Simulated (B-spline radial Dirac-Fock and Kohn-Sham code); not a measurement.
## Isotope-shift constants of the inner levels of Ru³⁺

System: Ru³⁺ in the configuration [Kr] 4d5.

These are calculated numbers from a B-spline atomic structure program; the model is first-order field-shift and mass-shift constants from Dirac-Fock ground and hole states with a Fermi nucleus; the mass shift has no relativistic recoil terms. A binding energy shifts by δE = F·δ⟨r²⟩ + (K_N + K_S)·δ(1/M); F is taken for a change of radius at fixed skin thickness and so holds the higher radial moments.

```tsv
level	F (meV/fm²)	K_N (meV u)	K_S (meV u)
K (1s)	-40.93	-12190	5616
L1 (2s)	-4.528	-1802	-150.1
L2 (2p1/2)	0.2348	-1658	2171
L3 (2p3/2)	0.2973	-1586	1981
M1 (3s)	-0.8282	-349.5	-133.8
M2 (3p1/2)	0.05441	-293.3	258.5
M3 (3p3/2)	0.06714	-280.8	209.4
M4 (3d3/2)	0.05686	-181.8	227.4
M5 (3d5/2)	0.05588	-179.5	222.3
```

Line shifts in meV from A = 102 (mass 101.9043 u, rms radius 4.4809 fm); radii from Angeli and Marinova (2013).

| A | mass (u) | radius (fm) | Kα1 | Kα2 | Kβ1 | Lα1 |
| --- | --- | --- | --- | --- | --- | --- |
| 96 | 95.9076 | 4.3908 | +28.68 | +28.56 | +28.78 | +0.02 |
| 98 | 97.9053 | 4.4229 | +18.50 | +18.42 | +18.57 | +0.02 |
| 99 | 98.9059 | 4.4338 | +15.24 | +15.18 | +15.28 | 0.00 |
| 100 | 99.9042 | 4.4531 | +8.87 | +8.83 | +8.90 | +0.01 |
| 101 | 100.9056 | 4.4606 | ? | ? | ? | ? |
| 104 | 103.9054 | 4.5098 | -9.40 | -9.36 | -9.42 | 0.00 |

Problem. What are the shifts for A = 101?

Solution. Kα1 +6.81 meV (field +7.48, mass -0.68); Kα2 +6.78 meV (field +7.47, mass -0.69); Kβ1 +6.81 meV (field +7.44, mass -0.63); Lα1 -0.01 meV (field -0.04, mass +0.03).
